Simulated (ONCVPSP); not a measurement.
## Os: one change to an ONCV potential, before and after

```
Element                 : Os
Generator               : ONCVPSP 4.0.1
Type                    : optimised norm-conserving Vanderbilt (ONCV)
Functional              : BLYP
Relativity              : scalar-relativistic
Frozen core             : [Kr] 4d10 4f14
Valence charge          : 16
Reference configuration : 5s2 5p6 5d6 (charge +2)
Partial waves           : 5s: rc 1.60 bohr, ncon 5, nbas 8, qcut 8.4 1/bohr, local; 5p: rc 2.00 bohr, ncon 4, nbas 8, qcut 6.9 1/bohr, 2 projectors, debl 1.4 Ha; 5d: rc 2.55 bohr, ncon 5, nbas 9, qcut 5.4 1/bohr, 2 projectors, debl 0.7 Ha; f scattering state at 0.47 Ha: rc 2.60 bohr, ncon 3, nbas 7, qcut 4.5 1/bohr, 2 projectors, debl 3.9 Ha
Local potential         : the s channel
Core correction         : Teter function, fcfact 5.5, rcfact 1.6
```

In the p channel the program set the typed energies aside and used -2.496, 0.050 Ha. In the d channel the program set the typed energies aside and used -0.840, 0.250 Ha.

All-electron outer shells of the reference configuration (BLYP, scalar-relativistic, ld1.x):

| shell | level (eV) | outermost node (bohr) | outermost maximum (bohr) |
| --- | --- | --- | --- |
| 4f | -69.01 | – | 0.40 |
| 5p | -67.93 | 0.55 | 1.03 |
| 5d | -22.85 | 0.60 | 1.34 |

Change: s: qcut 4.9.

Cutoffs: the cutoffs (Ha) at which the residual kinetic energy of the hardest occupied pseudo-wave falls to 1 and 0.1 mHa per electron; they do not see the model core or the augmentation charge, which bear on the density cutoff. Errors are all-electron minus pseudo energies relative to the spin-unpolarised reference configuration.

How do hardness, ghosts and transferability respond?

The potential gets harder (28 Ha and 32 Ha → 59 Ha and 68 Ha); the number of tests with a reliable result goes from 4 to 1; the range in which the s phases agree narrows (upper end -1.2 → -2.5); the range in which the p phases agree narrows (upper end at the end of the scan → 2.9); neither file shows a bound ghost.

| quantity | base | changed |
| --- | --- | --- |
| cutoff, loose | 28 Ha | 59 Ha |
| cutoff, tight | 32 Ha | 68 Ha |
| loose cutoff by channel | s 28 Ha, p 14 Ha, d 13 Ha | s 59 Ha, p 14 Ha, d 13 Ha |
| bound ghosts | none | none |
| GHOST(+) flags under 300 eV | none | none |
| tests with a reliable result | 4 of 4 | 1 of 4 |
| error for 5s2 5p6 5d5, meV [ΔE 28.76 eV] | +1.1 | +1.1 |
| s: phases at 1.63 bohr within 0.05 rad from the reference energy up to (Ha; the scan ends near 5) | -1.2 | -2.5 |
| p: phases at 2.03 bohr within 0.05 rad from the reference energy up to (Ha; the scan ends near 5) | to the end of the scan | 2.9 |
| d: phases at 2.60 bohr within 0.05 rad from the reference energy up to (Ha; the scan ends near 5) | 4.2 | 4.4 |
| f: phases at 2.64 bohr within 0.05 rad from the reference energy up to (Ha; the scan ends near 5) | 1.9 | 1.9 |
| rms error of d²Exc/dni dnj with the model core, mHa | 3.30 | 3.82 |
